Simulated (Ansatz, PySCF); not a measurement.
Noncovalent pair: C2H4 (SMILES C=C) (first 6 atoms) with H2 (SMILES [H][H]); geometry from B3LYP-D3(BJ)/def2-TZVP, rigid monomers moved along the line of their centres of mass till C2···H7 is 2.75 Å.
(charge 0, multiplicity 1):
```xyz
8

C      0.40943     0.55154    -0.32883
C     -0.13506    -0.61369    -0.01150
H      1.48203     0.70263    -0.31143
H     -0.19497     1.40265    -0.61853
H     -1.20768    -0.76484    -0.02835
H      0.46918    -1.46471     0.27883
H     -0.29656     0.10107     2.64347
H     -0.43316     0.06432     3.37471
```

Counterpoise-corrected where a basis set is named; no monomer relaxation. Rows marked so take none.

Cores are frozen in the correlated methods. CBS(a, b) extrapolates the correlation energy as X⁻³ and adds the Hartree–Fock energy of set b. Rows in 6-311+G**, 6-31G* carry no dispersion term and start afresh at each structure (6-31G* with six Cartesian d functions). MP2/6-31G* freezes PySCF's default core.

Codes used: Ansatz (Gaussian basis) for Hartree–Fock, density functionals and correlated methods; PySCF for 6-311+G** rows, 6-31G* rows, the dispersion terms. Values without a source in brackets are computed.

Other levels give for the interaction energy: PBE/def2-TZVPPD -0.09; B3LYP/def2-TZVPPD 0.44; B3LYP-D3(BJ)/def2-TZVPPD -0.19; wB97M-V/def2-TZVPPD -0.12; CCSD(T)/CBS(aug-cc-pVDZ, aug-cc-pVTZ) -0.15 kcal/mol.

**Question.** What do these common cheap choices give for the same quantity: HF/6-31G*, HF/6-31G* (no counterpoise), BP86/6-31G* (no counterpoise), B3LYP/6-31G* (no counterpoise), B3LYP/6-311+G** (no counterpoise), M06-2X/6-31G* (no counterpoise), MP2/6-31G*, MP2/6-31G* (no counterpoise)?

**Answer.** HF/6-31G* 0.78; HF/6-31G* (no counterpoise) 0.29; BP86/6-31G* (no counterpoise) 0.06; B3LYP/6-31G* (no counterpoise) -0.23; B3LYP/6-311+G** (no counterpoise) 0.41; M06-2X/6-31G* (no counterpoise) -0.61; MP2/6-31G* 0.45; MP2/6-31G* (no counterpoise) -0.17 kcal/mol. They span -0.61 to 0.78 kcal/mol.

Ansatz is a quantum-chemistry and plane-wave program.
